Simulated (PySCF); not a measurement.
Al(Cl)(Me)(OSiH3) (CH6AlClOSi), SMILES [CH3][Al]([O][SiH3])[Cl]. Atoms are numbered in the order given.

```xyz
11

Al     0.4024     0.6839     0.0000
Cl    -1.4422     1.7118     0.0000
C      2.0759     1.6583     0.0000
H      2.9459     0.9836     0.0000
H      2.1439     2.3130    -0.8850
H      2.1439     2.3130     0.8850
O      0.3354    -1.0094     0.0000
Si    -0.1556    -2.5882     0.0000
H      0.3693    -3.2794    -1.2133
H      0.3693    -3.2794     1.2133
H     -1.6450    -2.6817     0.0000
```

Geometry: B3LYP-D3(BJ)/def2-SVP. The structure was generated by enumeration; whether it is a known compound was not checked. One conformer was computed; it need not be the lowest.

Computed with PySCF with PBE0/def2-TZVP.

Computed frontier levels, gap, dipole moment and polarisability:
The highest occupied level comes out as -8.66 eV. The lowest empty level comes out as -0.54 eV and the orbital gap comes out as 8.12 eV. The dipole moment comes out as 1.71 D and the quadrupole, principal values (traceless, Buckingham form, about the centre of nuclear charge) is -7.11, 2.25, 4.86 D·Å. The mean static polarisability is 75.4 bohr³ (11.18 Å³) and the polarisability, principal values comes out as 63.0, 80.1, 83.1 bohr³.
